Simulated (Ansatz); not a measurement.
Problem. Predict a relaxed structure of the cluster As2P, charge 0, doublet, at PBE0-D4/def2-TZVP (Ansatz).

Solution. 
```csv
atom,x (Å),y (Å),z (Å)
P1,-0.5690,-0.2743,-1.0295
As2,-0.2054,-0.8583,1.0489
As3,0.7744,1.1327,-0.0194
```
Point group C2v (tolerance 0.1 Å). This is one stationary point.

The structure comes from a short search, and lower isomers may exist.
